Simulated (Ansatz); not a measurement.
Relaxation of Sn26H33⁺, a nanocrystal with a defect cut from the lattice of tin (one cap removed) with RKS r2SCAN-D4/def2-SVP.

```sh
$ ansatz run in.yaml --threads 11 --pin off --events-out ev --progress --plain --max-ram 166912MiB --backend cuda --devices 0, --max-vram 75GiB
```

```yaml
crystal:
  periodic: [false, false, false]
  atoms:
    - {symbol: Sn, position_ang: [-4.735500, -1.263300, 2.215600]}
    - {symbol: Sn, position_ang: [-4.760200, 1.982900, -1.027600]}
    - {symbol: Sn, position_ang: [-1.503700, -4.512000, 2.216100]}
    - {symbol: Sn, position_ang: [1.753700, -4.520200, -1.026100]}
    - {symbol: Sn, position_ang: [-1.506700, 1.966900, -4.286600]}
    - {symbol: Sn, position_ang: [1.758300, -1.275100, -4.283700]}
    - {symbol: Sn, position_ang: [-1.507400, -1.279500, -1.034200]}
    - {symbol: Sn, position_ang: [-1.499800, 1.988700, 2.225800]}
    - {symbol: Sn, position_ang: [1.708700, -1.304000, 2.208000]}
    - {symbol: Sn, position_ang: [1.743000, 1.972500, -1.031100]}
    - {symbol: Sn, position_ang: [-1.463900, 5.197700, -1.040000]}
    - {symbol: Sn, position_ang: [5.025000, -1.266000, -1.024400]}
    - {symbol: Sn, position_ang: [4.986600, 1.944600, 2.213200]}
    - {symbol: Sn, position_ang: [-3.116500, -2.916600, 0.577900]}
    - {symbol: Sn, position_ang: [-3.119200, 0.332700, -2.658300]}
    - {symbol: Sn, position_ang: [-3.116700, 0.347400, 3.825600]}
    - {symbol: Sn, position_ang: [-3.109300, 3.605200, 0.593000]}
    - {symbol: Sn, position_ang: [0.114600, -2.887200, -2.664400]}
    - {symbol: Sn, position_ang: [0.140000, -2.914200, 3.846900]}
    - {symbol: Sn, position_ang: [3.371500, -2.916900, 0.583500]}
    - {symbol: Sn, position_ang: [0.127600, 0.350900, -5.916600]}
    - {symbol: Sn, position_ang: [0.110200, 3.594800, -2.663800]}
    - {symbol: Sn, position_ang: [3.375400, 0.358200, -2.681600]}
    - {symbol: Sn, position_ang: [0.130600, 0.365200, 0.583700]}
    - {symbol: Sn, position_ang: [3.359700, 0.358100, 3.837000]}
    - {symbol: Sn, position_ang: [3.385300, 3.586700, 0.565900]}
    - {symbol: H, position_ang: [-5.735400, -2.275400, 3.215300]}
    - {symbol: H, position_ang: [-5.730800, -0.307100, 1.199700]}
    - {symbol: H, position_ang: [-5.720500, 2.972600, -2.037000]}
    - {symbol: H, position_ang: [-5.733700, 0.983000, -0.034300]}
    - {symbol: H, position_ang: [-2.475600, -5.509900, 3.202300]}
    - {symbol: H, position_ang: [-0.506500, -5.497900, 1.183900]}
    - {symbol: H, position_ang: [2.740300, -5.513200, -2.048800]}
    - {symbol: H, position_ang: [0.761300, -5.523500, -0.028400]}
    - {symbol: H, position_ang: [-2.490600, 2.972400, -5.254100]}
    - {symbol: H, position_ang: [2.748100, -2.281800, -5.295100]}
    - {symbol: H, position_ang: [-0.476300, 2.960700, 3.193400]}
    - {symbol: H, position_ang: [-2.486500, 6.204500, -2.014600]}
    - {symbol: H, position_ang: [-0.502100, 6.207600, -0.052000]}
    - {symbol: H, position_ang: [5.994400, -2.284200, -2.017400]}
    - {symbol: H, position_ang: [6.010200, -0.305500, -0.078300]}
    - {symbol: H, position_ang: [5.996600, 1.014500, 1.202600]}
    - {symbol: H, position_ang: [5.968600, 2.971200, 3.191100]}
    - {symbol: H, position_ang: [-4.118800, -3.896400, -0.396900]}
    - {symbol: H, position_ang: [-4.117300, -0.642000, -3.652500]}
    - {symbol: H, position_ang: [-4.123900, 1.335100, 4.812000]}
    - {symbol: H, position_ang: [-2.125000, -0.663100, 4.809800]}
    - {symbol: H, position_ang: [-4.089400, 4.584100, 1.580400]}
    - {symbol: H, position_ang: [-0.858500, -3.897500, -3.653300]}
    - {symbol: H, position_ang: [1.126300, -3.887000, 4.808800]}
    - {symbol: H, position_ang: [-0.853700, -1.914000, 4.810400]}
    - {symbol: H, position_ang: [4.351400, -3.897100, 1.605600]}
    - {symbol: H, position_ang: [-0.883800, -0.643800, -6.926900]}
    - {symbol: H, position_ang: [1.119900, 1.353400, -6.898400]}
    - {symbol: H, position_ang: [1.110400, 4.588300, -3.639400]}
    - {symbol: H, position_ang: [2.388700, 1.369500, 4.829300]}
    - {symbol: H, position_ang: [4.356000, -0.648100, 4.825100]}
    - {symbol: H, position_ang: [2.380400, 4.584400, 1.583800]}
    - {symbol: H, position_ang: [4.339800, 4.597300, -0.413500]}
basis:
  gaussian: {orbitals: def2-SVP, fitting: {mean_field: def2-universal-jkfit}}
total_charge: 1
hamiltonian: {xc: r2scan, dispersion: d4}
scf: {lower_state_search: "off"}
output: {orbitals: {seedname: orbitals}}
relax: {f_tol: 0.03, max_steps: 70}
```

Run time 42 s (11 threads of AMD EPYC 7R13 on a shared host and a whole NVIDIA H100 80GB HBM3), peak host memory 1.8 GiB.

Positions (Å) and forces (eV/Å) at steps 1, 2, 3, 4 of 8:

```xyz
59
step=1 energy=-152221.9272 eV
Sn   -4.736   -1.263    2.216    0.007   -0.374    0.114
Sn   -4.760    1.983   -1.028    0.402    0.002   -0.100
Sn   -1.504   -4.512    2.216    0.168    0.002   -0.063
Sn    1.754   -4.520   -1.026    0.111   -0.162   -0.462
Sn   -1.507    1.967   -4.287    0.221   -0.258    0.127
Sn    1.758   -1.275   -4.284    0.075    0.174   -0.707
Sn   -1.507   -1.280   -1.034    0.029    0.173   -0.127
Sn   -1.500    1.989    2.226   -0.208    0.162   -0.093
Sn    1.709   -1.304    2.208    0.469    0.340    0.094
Sn    1.743    1.972   -1.031    0.245    0.685   -0.462
Sn   -1.464    5.198   -1.040   -0.407    0.172    0.068
Sn    5.025   -1.266   -1.024   -0.153   -0.397   -0.702
Sn    4.987    1.945    2.213   -0.159    0.483    0.188
Sn   -3.116   -2.917    0.578   -0.055    0.128    0.456
Sn   -3.119    0.333   -2.658   -0.121    0.439    0.163
Sn   -3.117    0.347    3.826   -0.132   -0.103    0.027
Sn   -3.109    3.605    0.593    0.133   -0.203   -0.438
Sn    0.115   -2.887   -2.664    0.108   -0.195    0.715
Sn    0.140   -2.914    3.847   -0.355   -0.250   -0.409
Sn    3.372   -2.917    0.584   -0.431    0.161    0.164
Sn    0.128    0.351   -5.917   -0.287   -0.024   -0.077
Sn    0.110    3.595   -2.664   -0.127   -0.216   -0.059
Sn    3.375    0.358   -2.682   -0.389   -0.567    0.759
Sn    0.131    0.365    0.584   -0.225   -0.713    0.135
Sn    3.360    0.358    3.837    0.028   -0.228   -0.189
Sn    3.385    3.587    0.566   -0.059   -0.095    0.608
H    -5.735   -2.275    3.215    0.181    0.125   -0.141
H    -5.731   -0.307    1.200   -0.046   -0.043    0.094
H    -5.721    2.973   -2.037   -0.083    0.073   -0.053
H    -5.734    0.983   -0.034   -0.120    0.075   -0.066
H    -2.476   -5.510    3.202   -0.105   -0.109    0.069
H    -0.506   -5.498    1.184   -0.222    0.092    0.280
H     2.740   -5.513   -2.049   -0.080    0.085    0.109
H     0.761   -5.524   -0.028    0.145    0.080   -0.124
H    -2.491    2.972   -5.254   -0.129    0.120   -0.141
H     2.748   -2.282   -5.295   -0.048    0.041    0.134
H    -0.476    2.961    3.193    0.167    0.077    0.090
H    -2.486    6.205   -2.015    0.150   -0.122    0.082
H    -0.502    6.208   -0.052    0.099    0.074    0.056
H     5.994   -2.284   -2.017   -0.008    0.001    0.005
H     6.010   -0.305   -0.078    0.408    0.287    0.286
H     5.997    1.014    1.203    0.102   -0.026    0.037
H     5.969    2.971    3.191   -0.025   -0.054   -0.047
H    -4.119   -3.896   -0.397   -0.073   -0.101   -0.202
H    -4.117   -0.642   -3.652   -0.056   -0.139   -0.094
H    -4.124    1.335    4.812    0.103    0.052   -0.035
H    -2.125   -0.663    4.810   -0.153    0.167    0.007
H    -4.089    4.584    1.580   -0.139    0.169    0.221
H    -0.859   -3.897   -3.653    0.007   -0.005   -0.219
H     1.126   -3.887    4.809    0.293   -0.198    0.243
H    -0.854   -1.914    4.810    0.074    0.011    0.109
H     4.351   -3.897    1.606    0.166    0.017   -0.058
H    -0.884   -0.644   -6.927    0.239    0.130    0.158
H     1.120    1.353   -6.898    0.029   -0.056   -0.033
H     1.110    4.588   -3.639    0.138    0.041   -0.066
H     2.389    1.369    4.829   -0.005   -0.024    0.006
H     4.356   -0.648    4.825   -0.107    0.059   -0.014
H     2.380    4.584    1.584    0.133   -0.183   -0.240
H     4.340    4.597   -0.413    0.076    0.147   -0.182
59
step=2 energy=-152222.2978 eV
Sn   -4.725   -1.303    2.220   -0.174    0.144    0.106
Sn   -4.721    1.992   -1.048   -0.414    0.161    0.073
Sn   -1.511   -4.512    2.232   -0.218   -0.209   -0.074
Sn    1.771   -4.531   -1.083    0.213   -0.176    0.378
Sn   -1.494    1.943   -4.285   -0.194    0.095   -0.041
Sn    1.742   -1.249   -4.379   -0.149   -0.242    0.420
Sn   -1.528   -1.258   -1.054   -0.245   -0.198    0.080
Sn   -1.518    2.019    2.215    0.077   -0.267   -0.061
Sn    1.771   -1.261    2.240   -0.351   -0.258    0.062
Sn    1.755    2.075   -1.069   -0.010   -0.310    0.296
Sn   -1.500    5.217   -1.015    0.183    0.024   -0.127
Sn    5.045   -1.302   -1.065   -0.029   -0.197    0.313
Sn    4.971    1.999    2.232    0.232   -0.241    0.193
Sn   -3.135   -2.910    0.627    0.134   -0.066   -0.278
Sn   -3.152    0.391   -2.649    0.136   -0.263   -0.260
Sn   -3.142    0.341    3.817    0.011    0.152   -0.069
Sn   -3.114    3.598    0.546   -0.039    0.126    0.268
Sn    0.127   -2.921   -2.574   -0.092    0.363   -0.613
Sn    0.123   -2.962    3.814    0.308    0.187    0.133
Sn    3.313   -2.899    0.607    0.242   -0.056   -0.200
Sn    0.100    0.369   -5.922    0.030    0.104   -0.250
Sn    0.085    3.587   -2.687   -0.128    0.369   -0.016
Sn    3.280    0.247   -2.553   -0.405   -0.143    0.086
Sn    0.112    0.277    0.592    0.117    0.441    0.002
Sn    3.367    0.345    3.816    0.228    0.299    0.219
Sn    3.411    3.581    0.620   -0.039    0.269   -0.270
H    -5.719   -2.280    3.211   -0.027   -0.086    0.072
H    -5.734   -0.328    1.226    0.011   -0.097    0.096
H    -5.721    2.979   -2.041    0.049    0.007   -0.006
H    -5.742    1.012   -0.063    0.053    0.119   -0.128
H    -2.491   -5.524    3.211   -0.027   -0.006    0.028
H    -0.534   -5.500    1.225   -0.051   -0.043    0.068
H     2.752   -5.523   -2.061    0.113   -0.061   -0.112
H     0.792   -5.512   -0.060    0.107    0.011   -0.130
H    -2.491    2.969   -5.260    0.067   -0.056    0.021
H     2.755   -2.289   -5.299    0.075   -0.032   -0.033
H    -0.459    2.967    3.196    0.007    0.002   -0.040
H    -2.480    6.202   -2.014   -0.021    0.068   -0.057
H    -0.495    6.218   -0.045   -0.003   -0.020   -0.016
H     6.013   -2.308   -2.040    0.074   -0.102   -0.154
H     6.042   -0.308   -0.081    0.005   -0.061   -0.107
H     5.996    1.036    1.234   -0.063    0.112    0.108
H     5.977    2.984    3.200    0.040    0.089    0.084
H    -4.113   -3.893   -0.409    0.074    0.054    0.040
H    -4.115   -0.644   -3.652    0.063    0.063    0.073
H    -4.111    1.352    4.808   -0.017    0.043   -0.004
H    -2.153   -0.637    4.819   -0.045    0.081    0.046
H    -4.087    4.586    1.587    0.038   -0.078   -0.081
H    -0.833   -3.881   -3.666    0.123    0.103    0.057
H     1.151   -3.902    4.820    0.014   -0.011   -0.034
H    -0.827   -1.932    4.815    0.122   -0.104   -0.015
H     4.367   -3.878    1.583   -0.013    0.083   -0.117
H    -0.861   -0.639   -6.919   -0.004   -0.044   -0.041
H     1.121    1.343   -6.905   -0.039   -0.018   -0.005
H     1.124    4.583   -3.644   -0.024   -0.039   -0.013
H     2.395    1.355    4.820    0.002   -0.090   -0.058
H     4.342   -0.646    4.827   -0.021   -0.004   -0.008
H     2.385    4.571    1.567   -0.068    0.041    0.020
H     4.336    4.602   -0.419   -0.039   -0.035    0.076
59
step=3 energy=-152222.5768 eV
Sn   -4.749   -1.362    2.328   -0.015    0.172   -0.056
Sn   -4.743    2.116   -1.145    0.002   -0.057    0.114
Sn   -1.573   -4.593    2.328    0.187   -0.005   -0.133
Sn    1.889   -4.544   -1.184   -0.130   -0.061    0.200
Sn   -1.492    1.966   -4.313    0.030   -0.061   -0.005
Sn    1.659   -1.305   -4.367    0.111    0.287   -0.260
Sn   -1.545   -1.283   -1.041   -0.053   -0.080    0.120
Sn   -1.533    2.002    2.175   -0.037   -0.099   -0.050
Sn    1.771   -1.300    2.252   -0.033   -0.076   -0.014
Sn    1.715    2.059   -1.008    0.072   -0.072    0.113
Sn   -1.485    5.283   -1.051   -0.064    0.032    0.080
Sn    5.037   -1.443   -1.114    0.126    0.127    0.051
Sn    4.985    2.110    2.365   -0.010   -0.114   -0.081
Sn   -3.113   -2.929    0.672    0.017    0.030    0.039
Sn   -3.128    0.396   -2.665   -0.060    0.032   -0.036
Sn   -3.218    0.445    3.823    0.040   -0.166   -0.006
Sn   -3.106    3.653    0.531    0.012    0.011   -0.043
Sn    0.151   -2.882   -2.618   -0.203   -0.215    0.077
Sn    0.234   -3.072    3.832   -0.152    0.037   -0.009
Sn    3.336   -2.917    0.572    0.025   -0.120    0.019
Sn    0.083    0.367   -5.986    0.014    0.058    0.007
Sn    0.074    3.619   -2.673   -0.036    0.066   -0.144
Sn    3.157    0.137   -2.480   -0.078   -0.063    0.069
Sn    0.117    0.272    0.605   -0.070    0.123    0.012
Sn    3.382    0.359    3.842    0.123    0.130    0.073
Sn    3.376    3.622    0.651    0.101    0.019    0.083
H    -5.727   -2.364    3.323    0.067   -0.015    0.024
H    -5.782   -0.410    1.350   -0.087   -0.039   -0.049
H    -5.723    3.109   -2.145    0.064    0.012   -0.051
H    -5.781    1.149   -0.182   -0.051    0.000    0.005
H    -2.559   -5.597    3.308   -0.030    0.065    0.040
H    -0.607   -5.612    1.342   -0.036   -0.072   -0.025
H     2.880   -5.530   -2.179    0.030    0.073   -0.040
H     0.922   -5.557   -0.191   -0.007   -0.053   -0.058
H    -2.478    2.980   -5.299   -0.017    0.010    0.005
H     2.694   -2.327   -5.294    0.054    0.008    0.065
H    -0.465    2.957    3.138    0.012    0.019    0.002
H    -2.463    6.279   -2.052    0.035    0.005   -0.023
H    -0.482    6.276   -0.074    0.034    0.002   -0.027
H     5.999   -2.443   -2.122   -0.084    0.015   -0.079
H     6.065   -0.454   -0.171    0.055    0.070   -0.030
H     6.018    1.165    1.378    0.061   -0.009   -0.038
H     5.982    3.111    3.338   -0.068    0.025    0.032
H    -4.077   -3.903   -0.374   -0.018   -0.010   -0.003
H    -4.094   -0.633   -3.657   -0.002   -0.014   -0.008
H    -4.182    1.470    4.806   -0.010    0.048   -0.061
H    -2.243   -0.508    4.862    0.069    0.052    0.078
H    -4.089    4.623    1.562   -0.002   -0.003    0.017
H    -0.778   -3.833   -3.722   -0.006   -0.011   -0.007
H     1.267   -4.020    4.820    0.065   -0.020   -0.039
H    -0.692   -2.059    4.858    0.033    0.049    0.094
H     4.421   -3.875    1.518    0.017    0.004   -0.019
H    -0.867   -0.653   -6.988   -0.003    0.002    0.012
H     1.094    1.340   -6.977    0.031   -0.043    0.006
H     1.110    4.594   -3.649    0.056   -0.037   -0.003
H     2.384    1.343    4.837   -0.080   -0.080    0.018
H     4.346   -0.643    4.851   -0.013   -0.004    0.012
H     2.335    4.611    1.594   -0.066    0.009   -0.053
H     4.306    4.643   -0.371   -0.021    0.010   -0.018
59
step=4 energy=-152222.6978 eV
Sn   -4.769   -1.333    2.311    0.040   -0.140    0.034
Sn   -4.735    2.099   -1.129    0.005    0.021   -0.059
Sn   -1.525   -4.577    2.304   -0.091    0.039    0.047
Sn    1.860   -4.539   -1.165   -0.028   -0.027   -0.048
Sn   -1.500    1.962   -4.298   -0.021   -0.005    0.037
Sn    1.623   -1.266   -4.362    0.182    0.040   -0.042
Sn   -1.561   -1.303   -1.027   -0.024   -0.049    0.024
Sn   -1.540    1.988    2.163    0.005   -0.066   -0.058
Sn    1.774   -1.303    2.260    0.017   -0.030    0.005
Sn    1.702    2.083   -0.964    0.052   -0.093    0.002
Sn   -1.478    5.298   -1.067    0.013    0.061   -0.042
Sn    5.027   -1.422   -1.107    0.013    0.037   -0.094
Sn    4.975    2.081    2.376   -0.054    0.094    0.073
Sn   -3.123   -2.929    0.690    0.031    0.052   -0.028
Sn   -3.136    0.373   -2.661    0.040   -0.032    0.052
Sn   -3.203    0.420    3.815    0.030    0.152   -0.025
Sn   -3.090    3.658    0.516    0.012   -0.050    0.053
Sn    0.118   -2.896   -2.626   -0.131   -0.105    0.094
Sn    0.232   -3.054    3.854    0.096    0.034   -0.053
Sn    3.334   -2.922    0.577    0.044   -0.071    0.092
Sn    0.077    0.403   -6.007    0.038   -0.007   -0.036
Sn    0.084    3.625   -2.685    0.043   -0.025   -0.028
Sn    3.101    0.136   -2.430   -0.129    0.051    0.089
Sn    0.108    0.264    0.610    0.006    0.072   -0.019
Sn    3.373    0.358    3.876   -0.102   -0.075    0.020
Sn    3.391    3.636    0.681   -0.085   -0.007   -0.063
H    -5.657   -2.387    3.338    0.020    0.027    0.019
H    -5.875   -0.468    1.332   -0.017    0.028    0.010
H    -5.628    3.089   -2.214    0.010    0.022    0.009
H    -5.837    1.198   -0.175   -0.032   -0.004   -0.005
H    -2.546   -5.498    3.333   -0.007    0.004    0.011
H    -0.625   -5.659    1.329    0.022   -0.026   -0.001
H     2.913   -5.394   -2.220    0.005    0.027   -0.008
H     0.909   -5.668   -0.292    0.040   -0.012    0.005
H    -2.559    2.967   -5.218    0.047    0.008   -0.045
H     2.784   -2.295   -5.131   -0.064    0.065   -0.037
H    -0.486    2.952    3.134    0.019    0.007   -0.001
H    -2.431    6.292   -2.094   -0.001    0.009    0.012
H    -0.439    6.290   -0.128   -0.001    0.000    0.016
H     5.876   -2.414   -2.223   -0.035    0.019   -0.008
H     6.130   -0.416   -0.271    0.016    0.008    0.002
H     6.030    1.145    1.408    0.041   -0.026   -0.034
H     5.921    3.107    3.373   -0.003    0.006    0.015
H    -4.100   -3.915   -0.333    0.000   -0.008   -0.004
H    -4.079   -0.651   -3.680   -0.024    0.003    0.004
H    -4.152    1.530    4.722   -0.023   -0.019   -0.016
H    -2.178   -0.420    4.901   -0.036   -0.039    0.022
H    -4.061    4.587    1.597   -0.008    0.032   -0.039
H    -0.817   -3.877   -3.697   -0.007   -0.005   -0.024
H     1.328   -4.024    4.755    0.006   -0.020   -0.024
H    -0.602   -2.041    4.956   -0.032   -0.031    0.028
H     4.445   -3.885    1.486   -0.013   -0.008    0.006
H    -0.875   -0.620   -7.003    0.002   -0.007   -0.003
H     1.154    1.308   -6.993   -0.026    0.010    0.018
H     1.211    4.503   -3.657   -0.036    0.015    0.005
H     2.245    1.202    4.867    0.075    0.040   -0.022
H     4.330   -0.651    4.885    0.009    0.015    0.003
H     2.286    4.624    1.553    0.029    0.000    0.031
H     4.282    4.654   -0.380    0.021   -0.009    0.028
```

In the def2 sets Sn takes a core potential; there is no spin–orbit coupling. Single mean-field runs in def2-SVP are fitted with def2-universal-jkfit.
